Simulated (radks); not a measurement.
Results of a calculation; reference values are marked as such.
Species: In+. Configuration: [Kr] 4d10 5s2.

Code: a radial shooting solver on a logarithmic mesh with Libxc functionals. Model: scalar-relativistic Kohn-Sham, LDA (Slater exchange, VWN5 correlation), spin-polarised, spherical densities, finite nucleus; Fermi nuclear charge, rms radius 4.6156 fm.

Energy parts (hartree):
| part | energy |
|---|---|
| total | -5876.12059 |
| kinetic | 6122.77026 |
| electron-nucleus | -14199.74509 |
| Hartree | 2354.94962 |
| exchange-correlation | -154.09538 |

Orbitals (lengths in bohr, moments of r in powers of bohr; r(max) is where P^2 peaks):
[
 {"orbital": "1s", "occ.": "2", "eigenvalue (hartree)": "-1018.953", "r(max)": "0.01924", "<r^2>": "0.001197"},
 {"orbital": "2s", "occ.": "2", "eigenvalue (hartree)": "-152.8383", "r(max)": "0.1087", "<r^2>": "0.01951"},
 {"orbital": "2p", "occ.": "6", "eigenvalue (hartree)": "-137.3013", "r(max)": "0.08694", "<r^2>": "0.01537"},
 {"orbital": "3s", "occ.": "2", "eigenvalue (hartree)": "-29.20783", "r(max)": "0.3159", "<r^2>": "0.1395"},
 {"orbital": "3p", "occ.": "6", "eigenvalue (hartree)": "-24.11852", "r(max)": "0.3091", "<r^2>": "0.1402"},
 {"orbital": "3d", "occ.": "10", "eigenvalue (hartree)": "-16.19058", "r(max)": "0.2579", "<r^2>": "0.1252"},
 {"orbital": "4s", "occ.": "2", "eigenvalue (hartree)": "-4.66821", "r(max)": "0.7689", "<r^2>": "0.8142"},
 {"orbital": "4p", "occ.": "6", "eigenvalue (hartree)": "-3.14660", "r(max)": "0.8150", "<r^2>": "0.9729"},
 {"orbital": "4d", "occ.": "10", "eigenvalue (hartree)": "-0.96517", "r(max)": "0.9310", "<r^2>": "1.672"},
 {"orbital": "4f", "occ.": "0", "eigenvalue (hartree)": "-0.03298", "r(max)": "14.16", "<r^2>": "291.2"},
 {"orbital": "5s", "occ.": "2", "eigenvalue (hartree)": "-0.56238", "r(max)": "2.104", "<r^2>": "6.893"},
 {"orbital": "5p", "occ.": "0", "eigenvalue (hartree)": "-0.31941", "r(max)": "2.615", "<r^2>": "11.22"},
 {"orbital": "5d", "occ.": "0", "eigenvalue (hartree)": "-0.09308", "r(max)": "4.821", "<r^2>": "42.12"},
 {"orbital": "6s", "occ.": "0", "eigenvalue (hartree)": "-0.13182", "r(max)": "5.751", "<r^2>": "46.47"}
]

The highest occupied level is 5s at -15.303 eV. Summed over all electrons, <r^2> = 40.48 bohr^2, which gives a Langevin (diamagnetic) susceptibility term of -32.1 x 10^-6 cm^3/mol.
